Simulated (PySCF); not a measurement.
F$_{4}$OW, triplet, at a GFN2-xTB geometry (such geometries of metal compounds can be far from the true shape) (the multiplicity is a formal guess) (core potentials on W). Base run: PySCF with HF/def2-SVP.

Input for PySCF:
```python
from pyscf import gto, scf

mol = gto.M(
    atom='''
W     0.005982   -0.119436    0.006868
O     0.771866   -0.294012    1.585369
F    -1.384011    0.593294   -0.988063
F     0.840760    1.655764    0.577823
F     1.083755    0.380215   -1.469503
F    -1.275795   -1.385898    0.414055
''',
    basis='def2-svp',
    ecp={'W': 'def2-svp'},
    charge=0,
    spin=2,
    verbose=4,
)

mf = scf.UHF(mol)
mf.kernel()
```

Each row names what was changed in the base input (with any setting that the change needs).

```
change                                                                                                                  ΔE vs base (mEh)  dipole (D)        outcome
----------------------------------------------------------------------------------------------------------------------  ----------------  ----------  -------------
base                                                                                                                               0.000        3.81      converged
auxbasis = cc-pvtz-jkfit                                                                                                               -           -  input refused
auxbasis = def2-svp-ri                                                                                                                 -           -  input refused
auxbasis = even-tempered beta=3.0                                                                                                -12.669        3.80      converged
auxbasis = cc-pvqz-jkfit                                                                                                               -           -  input refused
auxbasis = cc-pvdz-jkfit                                                                                                               -           -  input refused
auxbasis = even-tempered beta=1.6                                                                                                  0.099        3.81      converged
exchange = seminumerical (SGX) (with mf = sgx.sgx_fit(mf, auxbasis='def2-universal-jfit'); with mf.with_df.dfj = True)            -0.300        3.81      converged
auxbasis = def2-tzvp-ri                                                                                                                -           -  input refused
only_dfj = on; auxbasis = def2-universal-jfit                                                                                     -0.329        3.81      converged
```

A fitting set is made for a task (jfit for Coulomb, jkfit for Coulomb and exchange, ri for correlation) and for a family of orbital bases.

Open shells are given as the SCF converged; they aren't shown to be the lowest states, and a large step between rows can be another state.

- auxbasis = cc-pvtz-jkfit: ended with `pyscf.lib.exceptions.BasisNotFoundError: Basis set not found for W in cc-pvtz-jkfit`
- auxbasis = def2-svp-ri: ended with `pyscf.lib.exceptions.BasisNotFoundError: Basis set not found for W in def2-svp-ri`
- auxbasis = cc-pvqz-jkfit: ended with `pyscf.lib.exceptions.BasisNotFoundError: Basis set not found for W in cc-pvqz-jkfit`
